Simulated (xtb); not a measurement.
CsI, SMILES [I][Cs]. All values are semi-empirical tight-binding results from xtb (GFN2-xTB unless named), good for trends rather than for accurate numbers. Geometry optimised at GFN2-xTB.

For metal compounds this method's bond lengths and energies can be far off.

```
Property                      Result
---------------------------  -------
point group as xtb finds it      C∞v
orbital gap                  2.40 eV
```
